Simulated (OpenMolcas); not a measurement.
# neutral hafnium: effect of the IPEA shift

```json
{
 "Program": "OpenMolcas 26.06",
 "Basis": "ANO-RCC-VTZP [8s7p5d3f2g1h]",
 "Scalar Hamiltonian": "DKH2, point nucleus",
 "Active space": "4 electrons in 6 orbitals (5d 6s)",
 "State averaging": "2S+1 = 5 even, 15 roots (10 in the spin-orbit step); 2S+1 = 3 even, 55 roots; 2S+1 = 1 even, 50 roots",
 "Spin-orbit coupling": "RASSI with atomic mean-field integrals over the reference wave functions, term energies averaged over their components"
}
```

Methods on the same reference wave functions:
A. CASSCF
B. MS-CASPT2, IPEA 0 Eh, imaginary shift 0.1 Eh (closed shells correlated: 5s 5p)
C. MS-CASPT2, IPEA 0.25 Eh, imaginary shift 0.1 Eh (closed shells correlated: 5s 5p)

Energies in cm-1 above 5d2 6s2 3F2, the measured ground level; measured values from NIST Handbook of Basic Atomic Spectroscopic Data.

```
               Level      A      B      C  Measured
         5d2 6s2 3F2    0.0    0.0    0.0       0.0
         5d2 6s2 3F3   2196   2450   2430      2357
         5d2 6s2 3P0   3901   2720   3940          
         5d2 6s2 3F4   4312   4600   4560      4568
         5d2 6s2 3P1   4742   3850   5040      6573
          5d3 6s 5F1   7939  12710  12620          
          5d3 6s 5F2   8615  13400  13310          
          5d3 6s 5F3   9549  14410  14290          
          5d3 6s 5F4  10691  15580  15460          
         5d2 6s2 1G4  11132  10950  10660     10533
          5d3 6s 5F5  11961  16770  16670          
          5d3 6s 5P1  16987  19670  20570          
   5d3 6s 5P2 [70 %]  17449  19680  20760          
          5d3 6s 5P3  18447  21530  22220          
   5d3 6s 3G3 [75 %]  20508  22040  22890          
          5d3 6s 3G4  20850  22690  23380          
   5d3 6s 3G5 [71 %]  21745  23780  24380          
5d3 6s 3F2(1) [72 %]  22775  21700  23280          
5d3 6s 3F3(1) [58 %]  24508  24050  25380          
          5d3 6s 3H6  25097  27720  27900          
          5d3 6s 3H5  25158  27630  27910          
5d3 6s 3P0(1) [65 %]  25640  22550  25710          
   5d3 6s 3D3 [63 %]  26364  25870  27220          
  5d2 6s2 1S0 [59 %]  27721  18800  20130     20328
```

Deviations, from unrounded energies. A percentage is the sum of absolute deviations over the sum of measured energies, with the sign that they share, or ± where signs differ.

| Against measurement | Levels | A | B | C |
| --- | --- | --- | --- | --- |
| mean absolute deviation (cm-1) | 5 | 2000 | 960 | 390 |
| fine structure of the ground term (%) | 2 | -6.0 | +1.7 | ±1.2 |
| other terms of the ground configuration (%) | 3 | ±26.2 | ±12.5 | ±5.0 |

C lies closest to measurement on these levels and A furthest from it. The largest miss of C in the table is 5d2 6s2 3P1, by -1500 cm-1. The ranking rests on the paired levels alone, and a cruder setting can come out closer through cancelling errors.

Between B and C the level of the table that moves most is 5d3 6s 3P0(1) [65 %], by 3200 cm-1 (lowest in B, highest in C). Moves below CASPT2's spread within the term are not significant.

The mean deviations of B to C differ by less than CASPT2's widest spread within a term (1800 cm-1), so their order carries little weight.

From A to B the spin-free energies of the other terms of 5d2 6s2 shown, above 3F, scale by factors of 0.54 to 0.93.

The lowest spin-free term lies below A's lowest term by 0.296 hartree in B, 0.283 hartree in C.

Term energies are means over components that CASPT2 splits; among the terms shown or strongly mixed into the levels shown the widest spread is 1800 cm-1 (5d3 6s 3F(1), B). Over all roots computed the reference weight is 0.83 to 0.92 in B, 0.85 to 0.93 in C; the roots of lowest weight are the least certain, and an intruder state may touch them. Some high roots are left out of the spin-orbit mixing, which shifts the levels that they would mix with. A single d shell beside an s shell can misplace configurations of different d count against each other. The CASPT2 spread within a term exceeds the gap to the next term for 5d2 6s2 3F and 5d2 6s2 3P, 5d3 6s 3P(1) and 5d3 6s 3F(1), 5d3 6s 3F(1) and 5d3 6s 3D and others, so the order of their levels is uncertain, and so are names and mixing where such terms share a J (figures for B; the like holds for C). Without dynamic correlation excited terms often stand tens of per cent too high (terms of higher spin than the ground term too low), and those without a measured partner can miss by more than the paired ones (holds for A). Some terms miss by over 15 % even with CASPT2, which points to a basis or an active space too small for the shells correlated (holds for B; C). Computed and measured levels are paired by configuration, term and J; levels that our copy of the source lacks, or whose pairing is in doubt (as where it misses far off the trend of its configuration), stay unpaired and out of the deviations. Levels of configurations outside the active space are missing. Levels that lie high or do not pair safely by name in every column are left out.

A share in square brackets marks a mixed level and gives the weight of the term that names it, the lowest over the columns. A number in round brackets counts repeated terms of one configuration in the order of the reference energies.
